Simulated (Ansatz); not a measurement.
Mg₂N₂, relaxed as a quintet with UKS r2SCAN-D4/def2-TZVP in Ansatz, starting from the r2SCAN-D4/def2-TZVP geometry of the neutral singlet. Force threshold 0.02 eV/Å.

At r2SCAN-D4/def2-TZVP a triplet of charge 0 lies 0.56 eV below the quintet, each at its own geometry. The structure comes from a short search, and lower isomers may exist.

Start:

Cartesian coordinates in Å:
```
Mg 1.217 0.477 -0.547
Mg -0.990 -0.915 0.435
N 0.392 0.199 1.162
N -0.618 0.239 -1.051
```

```json
{"step": "1", "energy (eV)": "-13861.1915", "largest force component (eV/Å)": "2.634", "SCF passes": "77"}
{"step": "2", "energy (eV)": "-13861.7910", "largest force component (eV/Å)": "0.803", "SCF passes": "38"}
{"step": "3", "energy (eV)": "-13861.8763", "largest force component (eV/Å)": "0.495", "SCF passes": "40"}
{"step": "4", "energy (eV)": "-13861.9054", "largest force component (eV/Å)": "0.013", "SCF passes": "31"}
```

Force components are those of the run's own axes.

End:

```xyz
4

Mg    1.1664    0.7356   -0.5192
Mg   -1.1664   -0.7356    0.5192
N     0.5831   -0.0227    1.2777
N    -0.5831    0.0227   -1.2777
```

By distances, no bond broke or formed. The bond that changes most is Mg1–N4, from 1.92 to 2.04 Å (atoms count from 1).

No frequencies were taken in this run, so the end may be a saddle point.

Hardware: 4 threads of Arm Neoverse V2 on a shared host. Wall time 11 s.
